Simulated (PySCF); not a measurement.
# Radial density of Ni (nickel, neutral)

UHF, [Ar] 3d8 4s2, high-spin 3F determinant. Computed with PySCF 2.14 in aug-cc-pwCVTZ-DK, with the spin-free X2C one-electron Hamiltonian (Gaussian nucleus).

```tsv
r (bohr)	4πr²ρ (e/bohr)	4πr²(ρα − ρβ)
0.000960	0.2571	0.0000
0.00161	0.6442	0.0000
0.00271	1.580	0.0000
0.00457	3.736	0.0001
0.00768	8.320	0.0001
0.0129	16.65	0.0001
0.0217	27.69	0.0000
0.0365	34.06	-0.0007
0.0615	29.02	-0.0012
0.103	28.93	0.0151
0.174	38.52	0.1645
0.293	22.23	0.8121
0.492	18.06	1.9454
0.828	16.93	1.8733
1.39	4.534	0.6690
2.34	1.196	0.0872
3.94	0.3759	-0.0132
6.63	0.02826	-0.0034
11.1	0.0001254	0.0000
```

Densities and radii are taken from the X2C orbitals without a picture-change correction, which distorts them close to the nucleus.

Q: Where is the radial spin density 4πr²(ρα − ρβ) most negative, and why is it negative at all?

A: Around r = 3.94 bohr, down to -0.0132 e/bohr: exchange with the open shell polarises the paired shells in an unrestricted calculation.
